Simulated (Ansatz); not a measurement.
`N[Si@@H]1[SiH2][C@H]1F`, relaxed with RKS PBE0-D4/def2-TZVP in Ansatz from a PBE-D4/def2-SVP geometry. The force threshold is 0.005 eV/Å; the program also tests the step.

Charge 0, multiplicity 1.

Start:

```xyz
11

N     0.829   -1.747   -0.531
Si    0.213   -0.409    0.370
Si   -1.742    1.233   -0.131
C     0.260    1.305   -0.348
F     0.899    2.279    0.418
H     0.614   -2.706   -0.245
H     0.933   -1.685   -1.547
H     0.454   -0.592    1.829
H    -1.457   -0.454    0.194
H    -1.581    1.387    1.401
H     0.579    1.389   -1.410
```

(1) By how much does the energy fall, and how many steps does the optimiser take? (Best estimate.)

(2) Which bonds change most? (Best estimate.)

(3) Give the relaxed structure. (An estimate is asked.)

Results:

(1) Computed: 0.06 eV, in 11 steps, 1 of them rejected.

(2) Ansatz gave: Si2–H9 from 1.680 to 1.632 Å; Si2–Si3 from 2.602 to 2.567 Å; Si3–C4 from 2.016 to 1.984 Å; N1–Si2 from 1.727 to 1.699 Å.

(3) Ansatz gave: 
```xyz
11

N     0.775   -1.726   -0.545
Si    0.201   -0.418    0.374
Si   -1.717    1.198   -0.170
C     0.258    1.277   -0.343
F     0.880    2.245    0.437
H     0.630   -2.681   -0.261
H     0.908   -1.646   -1.540
H     0.493   -0.586    1.809
H    -1.427   -0.464    0.278
H    -1.602    1.422    1.335
H     0.600    1.379   -1.373
```
